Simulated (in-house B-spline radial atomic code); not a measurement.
# Ionising Gd⁵¹⁺ with different functionals

Computed with an all-electron radial atomic-structure program (B-spline basis): scalar-relativistic (spin-free X2C) Hamiltonian, Fermi nucleus of rms radius 5.1569 fm, spin-polarised at highest spin, spherical fractional occupations for the functionals. The ionisation energy is the difference of two self-consistent energies, [Ne] 3s2 3p1 → [Ne] 3s2, without Breit or QED terms; ε is the level of the shell that loses the electron (its least bound occupied spin orbital). There is no spin-orbit coupling in this Hamiltonian.

Hybrids are left out here: with spherical fractional occupations of an open shell their exact exchange keeps a self-interaction that integer-occupation calculations don't have.

```json
{"method": "LDA exchange-only", "rung": "LDA", "ΔSCF (eV)": "?", "-ε(3p) (eV)": "?"}
{"method": "LDA PW92", "rung": "LDA", "ΔSCF (eV)": "4573.0", "-ε(3p) (eV)": "4522.3"}
{"method": "AM05", "rung": "GGA", "ΔSCF (eV)": "4572.0", "-ε(3p) (eV)": "4521.8"}
{"method": "RPBE", "rung": "GGA", "ΔSCF (eV)": "?", "-ε(3p) (eV)": "?"}
{"method": "revTPSS", "rung": "meta-GGA", "ΔSCF (eV)": "4571.3", "-ε(3p) (eV)": "4521.9"}
{"method": "SCAN", "rung": "meta-GGA", "ΔSCF (eV)": "4570.5", "-ε(3p) (eV)": "4522.2"}
```

**Question.** What does LDA exchange-only give?

**Answer.** ΔSCF 4570.2 eV, and -ε(3p) = 4519.6 eV.

**Question.** What does RPBE give?

**Answer.** ΔSCF 4572.6 eV, and -ε(3p) = 4522.7 eV.

**Question.** How do they compare with the NIST value?

**Answer.** NIST lists 4693 eV ± 4 (tabulated theory, ground level to ground level). Errors run from -122.8 to -120.0 eV. The correlated functionals all miss on the same side by more than they spread, so the cause is common to them (spin-orbit coupling, Breit-QED terms, multiplet and fine-structure energies, or a listed next ion that isn't the cheapest removal here) and closeness doesn't rank the functionals.
